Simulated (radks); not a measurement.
Results of a calculation; reference values are marked as such.
All-electron atom: In3+ in [Ar] 3d10 4s1.75 4p6 4d10 4f0.25 (fractional occupations, a model configuration).

Level of theory: Dirac Kohn-Sham, exchange-only PBE, spin-unpolarised, spherical densities, finite nucleus; open shells fill j = l - 1/2 first; Fermi nuclear charge, rms radius 4.6156 fm (a radial shooting solver on a logarithmic mesh with Libxc functionals).

Energy parts (Ry):
| part | energy |
|---|---|
| total | -11754.67202 |
| kinetic | 12355.34007 |
| electron-nucleus | -28423.82177 |
| Hartree | 4626.72492 |
| exchange | -312.91523 |

Orbitals (lengths in bohr, moments of r in powers of bohr; <r^-3> diverges for s and p1/2; r(90%) holds 90 % of the orbital's charge):
| orbital | occ. | eigenvalue (Ry) | r(90%) | <r> | <r^-3> |
|---|---|---|---|---|---|
| 1s1/2 | 2 | -2041.022 | 0.0534 | 0.02971 | - |
| 2s1/2 | 2 | -307.5285 | 0.198 | 0.1281 | - |
| 2p1/2 | 2 | -286.9673 | 0.178 | 0.1084 | - |
| 2p3/2 | 4 | -271.4644 | 0.185 | 0.1137 | 4020 |
| 3s1/2 | 2 | -60.25816 | 0.513 | 0.3484 | - |
| 3p1/2 | 2 | -51.95911 | 0.511 | 0.3394 | - |
| 3p3/2 | 4 | -49.15893 | 0.527 | 0.3505 | 739.5 |
| 3d3/2 | 4 | -34.47546 | 0.509 | 0.3222 | 115.4 |
| 3d5/2 | 6 | -33.90165 | 0.514 | 0.3258 | 108.0 |
| 4s1/2 | 1.75 | -11.09975 | 1.23 | 0.8460 | - |
| 4p1/2 | 2 | -8.38216 | 1.32 | 0.8974 | - |
| 4p3/2 | 4 | -7.88842 | 1.37 | 0.9271 | 130.4 |
| 4d3/2 | 4 | -3.66339 | 1.76 | 1.134 | 13.73 |
| 4d5/2 | 6 | -3.59685 | 1.78 | 1.148 | 12.71 |
| 4f5/2 | 0.25 | -0.75844 | 6.60 | 4.341 | 0.05954 |
| 4f7/2 | 0 | -0.75830 | 6.61 | 4.343 | 0.05909 |

The highest occupied level is 4f5/2 at -10.319 eV. The density falls to 0.001 e/bohr^3 at r = 3.14 bohr. Summed over all electrons, <r^2> = 30.57 bohr^2, which gives a Langevin (diamagnetic) susceptibility term of -24.2 x 10^-6 cm^3/mol.
